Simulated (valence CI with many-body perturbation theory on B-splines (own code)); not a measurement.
# I XXXIX: E2, M1, M2 decay

Computed by configuration interaction combined with many-body perturbation theory (CI+MBPT): five valence electrons over a frozen Dirac-Fock core [Ne], a basis of 11 s, 11 p, 10 d, 8 f, 5 g, 2 h functions for each j, with the one-electron correlation potential Σ1, the two-electron term Σ2, the three-electron term Σ3, Breit, model QED; selected CI, second order for the rest, scaled by the run's own slope (own B-spline code, finite nucleus).

The last digits are not significant, and no measured levels were compared; by estimate large intervals hold to a few tenths of a per cent, small ones and those within an open d or f shell to about a per cent. Among the levels kept, up to 4700 cm⁻¹ of a level comes from second order outside the variational space, and about a tenth of that is noise between levels of different J, which matters for small intervals.

Lines 1 to 16 of 16 in falling wavelength, among levels below 38.222 Ry, chosen from the decays that carry over 1 % of a level's rate. Wavelengths and rates use the calculated energies. Electric multipoles are in the length gauge, E1 and E2 with the static RPA response of the core. Weak lines are less certain than strong ones. Lines between different terms over intervals too small for the method are left out, as are lines whose strength nearly cancels. Branching is blank where the lifetime is uncertain.

Levels are named by their leading jj configuration (3d3/2^4 stands for four electrons in 3d with j = 3/2), which in mixed levels can hold well under half, so a name can repeat and another be missing. Letters in brackets count levels of one name in rising energy.

| λ vac (nm) | Upper | Lower | Type | A (s⁻¹) | Branch % |
| --- | --- | --- | --- | --- | --- |
| 150.7 | (3s^2 3p1/2 3p3/2 3d5/2) J=9/2 | (3s^2 3p1/2 3p3/2 3d5/2) J=7/2 [a] | M1 | 1.36e+03 |  |
| 70.52 | (3s^2 3p1/2 3p3/2 3d5/2) J=9/2 | (3s^2 3p1/2 3p3/2 3d3/2) J=7/2 | M1 | 3.52e+04 |  |
| 22.98 | (3s^2 3p3/2^2 3d5/2) J=9/2 | (3s^2 3p1/2 3p3/2 3d5/2) J=7/2 [b] | M1 | 7.27e+05 | 20.6 |
| 21.15 | (3s^2 3p1/2 3p3/2 3d5/2) J=9/2 | (3s^2 3p1/2^2 3d5/2) J=5/2 | E2 | 1.54e+03 |  |
| 19.18 | (3s^2 3p1/2 3p3/2^2) J=3/2 | (3s^2 3p1/2^2 3p3/2) J=3/2 | M1 | 2.91e+06 | 99.9 |
| 18.88 | (3s^2 3p3/2^3) J=3/2 | (3s^2 3p1/2 3p3/2^2) J=1/2 | M1 | 7.32e+05 | 11.3 |
| 17.94 | (3s^2 3p3/2^2 3d5/2) J=9/2 | (3s^2 3p1/2 3p3/2 3d5/2) J=9/2 | M1 | 1.41e+06 | 40.1 |
| 17.08 | (3s^2 3p1/2 3p3/2^2) J=5/2 | (3s^2 3p1/2^2 3p3/2) J=3/2 | M1 | 5.32e+05 | 97.3 |
| 17.08 | (3s^2 3p1/2 3p3/2^2) J=5/2 | (3s^2 3p1/2^2 3p3/2) J=3/2 | E2 | 1.33e+04 | 2.4 |
| 16.42 | (3s^2 3p3/2^3) J=3/2 | (3s^2 3p1/2 3p3/2^2) J=5/2 | M1 | 1.05e+06 | 16.2 |
| 16.26 | (3s^2 3p1/2 3p3/2 3d5/2) J=9/2 | (3s 3p1/2^2 3p3/2^2) J=5/2 | E2 | 3.23e+03 |  |
| 16.03 | (3s^2 3p3/2^2 3d5/2) J=9/2 | (3s^2 3p1/2 3p3/2 3d5/2) J=7/2 [a] | M1 | 1.22e+06 | 34.6 |
| 15.04 | (3s^2 3p1/2 3p3/2^2) J=1/2 | (3s^2 3p1/2^2 3p3/2) J=3/2 | M1 | 2.30e+06 | 99.2 |
| 14.86 | (3s^2 3p3/2^3) J=3/2 | (3s^2 3p1/2 3p3/2^2) J=3/2 | M1 | 4.63e+06 | 71.6 |
| 14.30 | (3s^2 3p3/2^2 3d5/2) J=9/2 | (3s^2 3p1/2 3p3/2 3d3/2) J=7/2 | M1 | 1.34e+05 | 3.8 |
| 7.523 | (3s^2 3p1/2 3p3/2 3d5/2) J=9/2 | (3s^2 3p1/2 3p3/2^2) J=5/2 | M2 | 1.87e+03 |  |
